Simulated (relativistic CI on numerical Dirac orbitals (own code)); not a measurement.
**Line list: Electric-dipole lines, F**

Calculated at this level of theory: Dirac-Coulomb-Breit CI, separate exchange-only KLI orbitals for each configuration, model QED (radiative potential, 1s self-energy scaled to tabulated hydrogen-like ionisation energies), valence Slater integrals scaled by 0.85, P86 correlation energy added to each configuration (own radial code, finite nucleus).

Configuration list (outside the closed core 1s2): 2s2 2p5, 2s2 2p4 3s, 2s2 2p4 3p, 2s 2p6, 2s2 2p4 4s, 2s2 2p4 3d, 2s2 2p4 4p, 2s2 2p4 4d, 2s2 2p4 4f. Levels of other configurations are missing.

| λ vac (Å) | Lower | Upper | A (s⁻¹) | gf | Branching (%) |
| --- | --- | --- | --- | --- | --- |
| 6203.5 | 2s2 2p4 3s 4P_5/2 [3] | 2s2 2p4 3p 2P°_3/2 [19] | 1.95e+04 | 4.51e-04 | 0.0 |
| 6373.9 | 2s2 2p4 3s 4P_1/2 [5] | 2s2 2p4 3p 2P°_3/2 [19] | 1.04e+04 | 2.52e-04 | 0.0 |
| 7116.6 | 2s2 2p4 3s 2P_3/2 [6] | 2s2 2p4 3p 2P°_1/2 [20] | 1.06e+07 | 1.60e-01 | 22.1 |
| 7182.2 | 2s2 2p4 3s 2P_3/2 [6] | 2s2 2p4 3p 2P°_3/2 [19] | 3.76e+07 | 1.16e+00 | 77.8 |
| 7476.8 | 2s2 2p4 3s 4P_5/2 [3] | 2s2 2p4 3p 4P°_3/2 [9] | 2.35e+07 | 7.88e-01 | 59.2 |
| 7544.3 | 2s2 2p4 3s 4P_5/2 [3] | 2s2 2p4 3p 4P°_5/2 [8] | 3.28e+07 | 1.68e+00 | 82.9 |
| 7570.1 | 2s2 2p4 3s 4P_3/2 [4] | 2s2 2p4 3p 4P°_1/2 [10] | 3.50e+07 | 6.01e-01 | 88.7 |
| 7631.7 | 2s2 2p4 3s 4P_3/2 [4] | 2s2 2p4 3p 4P°_3/2 [9] | 6.08e+06 | 2.12e-01 | 15.3 |
| 7662.6 | 2s2 2p4 3s 4P_1/2 [5] | 2s2 2p4 3p 4P°_1/2 [10] | 4.47e+06 | 7.87e-02 | 11.3 |
| 7702.0 | 2s2 2p4 3s 4P_3/2 [4] | 2s2 2p4 3p 4P°_5/2 [8] | 6.76e+06 | 3.61e-01 | 17.1 |
| 7725.7 | 2s2 2p4 3s 4P_1/2 [5] | 2s2 2p4 3p 4P°_3/2 [9] | 1.01e+07 | 3.61e-01 | 25.4 |
| 9042.9 | 2s2 2p4 3s 2P_3/2 [6] | 2s2 2p4 3p 4P°_5/2 [8] | 6.16e+03 | 4.53e-04 | 0.0 |

Terms are leading LS components. Brackets give the number of a level in order of energy, since labels repeat. The list gives strong lines, with weight on those to low levels, without lines whose two gauges differ by over a factor of 2.5, among the lowest 98 of 147 levels, so that lines to higher ones, which can be the strongest, are missing, and without lines across small gaps between configurations, and without 129 lines that miss the measured interval by over 3.5 %, start from a term whose rates miss tabulated ones by over 60 %, have gauges far apart or, lacking measured levels, span too small a gap for the errors found; lines with a level outside our table were not tested and can miss by more. Levels whose partners in the same complex of configurations lie outside the list can be far off, and so can their lines. Rates are taken at the computed energies, electric ones in the length gauge.

For a near-neutral ion this model can misplace configurations by up to about 10,000 cm⁻¹ (more where the count of f electrons changes) and terms by 10 to 25 % of their spread. Rates follow the energies as ν³ (E1, M1) or ν⁵ (E2), so they and the lifetimes can be off by large factors. The fine structure of a lone outer electron comes out too small, for d and f at times inverted, and misplaced configurations move strength between like terms. 17 of the 19 excited levels that our extract of the measured tables holds in this range could be paired (the sources list more); they are missed by 4648 cm⁻¹ on average and 5296 at most, and levels without a partner can miss by more.

LS names give the leading component of a level, which can be under half, so a name can repeat, a term be missing and a line seem to break the LS rules.
